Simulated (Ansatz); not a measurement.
System: SbF₃, charge 0, multiplicity 1. 
Coordinates optimised at B3LYP-D3(BJ)/def2-TZVP (Ansatz, a program for electronic structure):
SMILES: [Sb]([F])([F])[F]
```xyz
4

Sb     0.0026    -0.0033     0.3454
F     -1.3106    -0.9516    -0.6518
F     -0.1814     1.6158    -0.6358
F      1.4774    -0.6456    -0.6697
```

Property: vertical triplet-singlet gap (E(triplet) - E(singlet); each state is the SCF solution reached for its spin; the molecule has degenerate orbitals, so one determinant may break the symmetry), in kcal/mol. Correlated levels leave the core frozen unless marked. UHF or UKS for open shells. Spin-orbit coupling is left out. The frozen core is the preceding noble-gas configuration, with the filled d and f shells of earlier blocks. Past Kr the def2 sets carry scalar-relativistic core potentials. Basis-set limits of correlation are two-point, X^-3; Hartree-Fock from the larger set.

| level | program | vertical triplet-singlet gap (kcal/mol) |
|---|---|---|
| HF/def2-QZVPPD | Ansatz | 121.9 |
| B3LYP/def2-TZVPD | Ansatz | 131.8 |
| BHLYP/def2-TZVPD | Ansatz | 133.9 |
| wB97M-V/def2-TZVPD | Ansatz | 132.8 |
| wB97X-V/def2-TZVPD | Ansatz | 134.2 |
| RI-MP2/def2-TZVPPD | Ansatz | 131.1 |
| RI-MP2/CBS(def2-TZVPPD,def2-QZVPPD) | Ansatz | 132.4 |
| SCS-MP2/def2-SVPD | Ansatz | 132.7 |
| CCSD(T)/def2-SVPD | Ansatz | 130.3 |
